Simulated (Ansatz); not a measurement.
Ideal-gas functions of ClFH₃NOZr (`[NH2][Zr]([OH])([F])[Cl]`) at 400 K and 1 bar, from an Ansatz frequency run at PBE0-D4/def2-TZVP.

Molar mass 178.7 g/mol, point group C1 (symmetry number 1), electronic degeneracy 1, moments of inertia 184.394, 296.078, 304.621 u Å². Harmonic wavenumbers (cm⁻¹, unscaled): 110, 131, 152, 162, 165, 220, 238, 307, 388, 470, 502, 657, 664, 738, 1539, 3559, 3654, 3992.

Use S(trans) = R[1.5 ln M + 2.5 ln T − 1.1517]; rotational temperatures θ = 24.2544 K / I; S(rot) = R[ln(√π/σ · √(T³/θAθBθC)) + 1.5]; for each mode x = 1.438777 ν̃/T, S = R[x/(eˣ − 1) − ln(1 − e⁻ˣ)] and H = RT x/(eˣ − 1); 1 cm⁻¹ = 0.0119627 kJ/mol; R = 8.31446 J/(mol·K).

Task: By hand: the entropy, in J/(mol·K).

Result: Translation 179.6. Rotation: θ = 0.1315, 0.0819, 0.0796 K, giving 121.3. Vibration, mode by mode: 16.08, 14.65, 13.44, 12.92, 12.77, 10.47, 9.86, 7.90, 6.19, 4.87, 4.45, 2.86, 2.81, 2.28, 0.22, 0.00, 0.00, 0.00, in all 121.8. Electronic 0.0. Sum 422.7 J/(mol·K).

Task: By hand: H − E and G − E in kJ/mol, counted from the electronic energy.

Result: Zero-point energy ½ × 17648 × 0.0119627 = 105.6; thermal vibration 25.1; translation, rotation and pV give 4 RT = 13.3. H − E = 144.0 kJ/mol, and G − E = 144.0 − 400 × 422.7/1000 = -25.1 kJ/mol.

Vibration gives 29 % of the entropy, 30.7 J/(mol·K) of it from the modes under 150 cm⁻¹: soft modes count most, and the harmonic formula is weakest for them. The sum counts one conformer and one mirror image; others add a mixing term.
